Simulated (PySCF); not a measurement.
Compound: C₄H₆F₄O.
Geometry (GFN2-xTB, Å), atoms numbered from 1 in this order:
```xyz
15
C4H6F4O angstrom
C     -2.5299   -0.3847   -0.1897
O     -1.1986   -0.8576   -0.0459
C     -0.2850    0.1120    0.2610
F     -0.5302    0.6100    1.5291
C      1.1112   -0.5123    0.2368
C      2.2091    0.5332    0.2354
F      2.0710    1.4054   -0.7773
F      3.4160   -0.0320    0.0844
F      2.2605    1.2528    1.3573
H     -2.5890    0.3576   -0.9924
H     -3.1276   -1.2561   -0.4429
H     -2.8914    0.0565    0.7423
H     -0.3584    0.9898   -0.4089
H      1.2066   -1.1150   -0.6668
H      1.2313   -1.1516    1.1131
```

The closed-shell SCF was solved with PySCF and density fitting under several settings on one GFN2-xTB geometry (grid level 2 and gas phase unless stated).

```json
{"settings": "PBE0/pcSseg-1", "basis functions": "183", "SCF cycles": "14", "E (Eh)": "-629.9499", "HOMO (eV)": "-8.70", "LUMO (eV)": "1.51", "dipole (D)": "2.85"}
{"settings": "B3LYP/def2-SVPD", "basis functions": "243", "SCF cycles": "14", "E (Eh)": "-630.2069", "HOMO (eV)": "-8.59", "LUMO (eV)": "0.30", "dipole (D)": "2.89"}
```

Question: Estimate the row for these settings: LC-wPBE/STO-3G, IEF-PCM tetrahydrofuran, grid level 4, damping 0.2 at the start, DIIS from the seventh cycle.

Answer: 
```tsv
settings	basis functions	SCF cycles	E (Eh)	HOMO (eV)	LUMO (eV)	dipole (D)
LC-wPBE/STO-3G, IEF-PCM tetrahydrofuran, grid level 4, damping 0.2 at the start, DIIS from the seventh cycle	51	10	-621.5204	-7.51	10.46	1.53
```

Question: Over all rows, what range does the HOMO–LUMO gap span?

Answer: From 8.89 eV (B3LYP/def2-SVPD) to 17.97 eV (LC-wPBE/STO-3G, IEF-PCM tetrahydrofuran, grid level 4, damping 0.2 at the start, DIIS from the seventh cycle). The functional of the narrowest has 20 % exact exchange, that of the widest range-separated exact exchange.

Cycle counts include a coarse-grid stage where the run had one. Geometry: GFN2-xTB, one conformer.
